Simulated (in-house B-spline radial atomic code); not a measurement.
Ar⁸⁺. Computed with a B-spline radial atomic code. Model: all-electron spherical atom, spin shells full or empty, radial basis limit, no spin-orbit coupling: exact exchange with a local potential (Slater, KLI or optimised effective potential, whose far tail is KLI's), no correlation.

Exchange potential has not reached -1/r at the last radius.

The run also made RPA and GW results, which its time includes.

The Slater potential averages the orbital exchange potentials with the orbital densities as weights, KLI adds orbital constants, and the optimised effective potential minimises the exact-exchange energy among local potentials. So their energies lie above Hartree-Fock in the order OEP, KLI, Slater. All fall off as −1/r, unlike LDA and GGA exchange.

Command:
```bash
python run_gw.py task.json out
```
Settings (nuclear radius in fm, other lengths in bohr, energies in hartree):
```
Z                      18
electrons              10
configuration          [He] 2s2 2p6
hamiltonian            x2c
method                 oep
lmax                   9
rms_radius             3.4274
spin_polarised         False
box_radius             7.7
intervals              98
```

Time taken, with all properties: 2.9 s on 1 thread of Arm Neoverse N1, on a shared host.

Given: hamiltonian one-electron scalar X2C; mean-field start exchange-only OEP.

Computed: energy above Hartree-Fock 1.9951 millihartree.

| radius (bohr) | r times exchange potential (hartree bohr) |
| --- | --- |
| 0.00278 | -0.042801 |
| 0.00329 | -0.050615 |
| 0.0039 | ? |
| 0.00463 | -0.071049 |
| 0.00549 | -0.084075 |
| 0.0065 | -0.099261 |
| 0.00771 | -0.11728 |
| 0.00914 | -0.13831 |
| 0.0108 | -0.1623 |
| 0.0128 | -0.19055 |
| 0.0152 | -0.22342 |
| 0.018 | -0.26022 |
| 0.0214 | ? |
| 0.0254 | -0.34882 |
| 0.0301 | -0.39829 |
| 0.0356 | -0.44941 |
| 0.0422 | -0.5014 |
| 0.0501 | -0.55085 |
| 0.0594 | -0.59249 |
| 0.0704 | -0.6207 |
| 0.0834 | -0.62831 |
| 0.0989 | -0.61038 |
| 0.117 | -0.58038 |
| 0.139 | -0.59025 |
| 0.165 | -0.6922 |
| 0.195 | -0.84705 |
| 0.231 | -1.0011 |
| 0.274 | -1.1352 |
| 0.325 | -1.2452 |
| 0.386 | -1.323 |
| 0.457 | -1.3584 |
| 0.542 | -1.3522 |
| 0.642 | -1.3137 |
| 0.761 | -1.2576 |
| 0.902 | -1.1987 |
| 1.07 | -1.1466 |
| 1.27 | -1.1041 |

Problem. What belongs in the row 0.0039?

Solution. r times exchange potential (hartree bohr): -0.059936.

Problem. What belongs in the row 0.0214?

Solution. r times exchange potential (hartree bohr): -0.30253.

| occupied | level (hartree) | Hartree-Fock level (hartree) |
| --- | --- | --- |
| 1s | -122.14 | -125.5 |
| 2s | -18.077 | -18.396 |
| 2p | -15.615 | -15.615 |

| empty | level (hartree) |
| --- | --- |
| 3s | -6.3435 |
| 3p | -5.6862 |
| 3d | -4.8623 |
| 4s | ? |
| 4p | -2.9719 |
| 4d | -2.6674 |

Problem. What belongs in the row 4s?

Solution. level (hartree): -3.2232.

The highest level, 2p, differs from Hartree-Fock by -0.018 eV and the deepest, 1s, by +91.4 eV: a local potential can match the highest level but can't give each shell its own exchange.
